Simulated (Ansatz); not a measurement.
Species: CH5BO, charge 0, multiplicity 1. SMILES: BOC
Structure (B3LYP-D3(BJ)/def2-TZVP (Ansatz, a first-principles code) minimum search):
```
O
B 1 1.3413
C 1 1.4248 2 122.78
H 3 1.0902 1 108.62 2 -120.82
H 3 1.0902 4 108.94 1 118.15
H 3 1.0921 4 109.73 5 120.14
H 2 1.1924 1 116.95 3 -180.00
H 2 1.1992 7 122.74 1 -180.00
```

Property: vertical triplet-singlet gap (E(triplet) - E(singlet); each state is the SCF solution reached for its spin), in kcal/mol. Valence correlation only, unless marked. Open shells are spin-unrestricted. Spin-orbit coupling is left out. No relativistic terms. Basis-set limits of correlation are two-point, X^-3; Hartree-Fock from the larger set.

CCSD(T)/CBS(aug-cc-pVTZ,aug-cc-pVQZ) (Ansatz) gives 143.2 kcal/mol.

### Question
Another calculation gave 136.4 kcal/mol. Which level was it?
A. CAM-B3LYP/def2-TZVPD (Ansatz)
B. wB97M-V/def2-TZVPD (Ansatz)
C. PBE0/def2-TZVPD (Ansatz)
D. r2SCAN/def2-TZVPD (Ansatz)

### Answer
A, CAM-B3LYP/def2-TZVPD (Ansatz). The others give 139.2 (wB97M-V), 126.4 (r2SCAN), 131.4 (PBE0) kcal/mol.
